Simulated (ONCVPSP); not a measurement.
**Before and after: ONCV potential for V**

ONCVPSP 4.0.1 input, shortened (lines: element, Z, core and valence counts, functional; n l f; lmax; l rc ep ncon nbas qcut; lloc lpopt rc5 dvloc0; l nproj debl; icmod fcfact rcfact), PBEsol, scalar-relativistic:

```
  V 23.00    3    4  -116133      upf
    1    0    2.00
    2    0    2.00
    2    1    6.00
    3    0    2.00
    3    1    6.00
    3    2    3.00
    4    0    2.00
    2
    0    1.40    0.00    3    7    9.30
    1    1.05    0.00    5    8    7.70
    2    1.85    0.00    4    9    8.60
    4    1    0.90    4.00
    0    2    3.90
    1    3    0.90
    2    1    2.60
    3    2.75    1.15
```

In the p channel the program set the typed energies aside and used -1.615, 0.250, 1.150 Ha.

Change: d: ncon 3, nbas 8.

Cutoffs: the cutoffs (Ha) at which the residual kinetic energy of the hardest occupied pseudo-wave falls to 1 and 0.1 mHa per electron; they do not see the model core or the augmentation charge, which bear on the density cutoff. Errors are all-electron minus pseudo energies relative to the spin-unpolarised reference configuration.

Q: How do hardness, ghosts and transferability respond?

A: The potential gets neither clearly harder nor softer (68 Ha and 157 Ha → 68 Ha and 157 Ha); both files keep a bound ghost (p); the errors of the 4 common tests hardly move.

```csv
quantity,base,changed
"cutoff, loose",68 Ha,68 Ha
"cutoff, tight",157 Ha,157 Ha
loose cutoff by channel,"s 28 Ha, p 68 Ha, d 28 Ha","s 28 Ha, p 68 Ha, d 27 Ha"
bound ghosts,p,p
GHOST(+) flags under 300 eV,none,none
"error for 3s2 3p6 3d3 4s1, meV [ΔE 7.75 eV]",+0.4,+0.5
"error for 3s2 3p6 3d3 4s0, meV [ΔE 21.95 eV]",+2.4,+2.7
"error for 3s2 3p6 3d2 4s0, meV [ΔE 50.80 eV]",+33,+36
"error for 3s2 3p6 3d3 4s0 4p2, meV [ΔE 6.88 eV]",+0.6,+0.7
s: phases at 1.43 bohr within 0.05 rad from the reference energy up to (Ha; the scan ends near 5),to the end of the scan,to the end of the scan
p: phases at 1.06 bohr within 0.05 rad from the reference energy up to (Ha; the scan ends near 5),to the end of the scan,to the end of the scan
d: phases at 1.88 bohr within 0.05 rad from the reference energy up to (Ha; the scan ends near 5),0.9,0.9
"rms error of d²Exc/dni dnj with the model core, mHa",0.88,0.86
```

 A true bound ghost makes a file unfit for plane-wave use even where its test errors are small: the radial tests pick states by their node count and pass the ghost by.
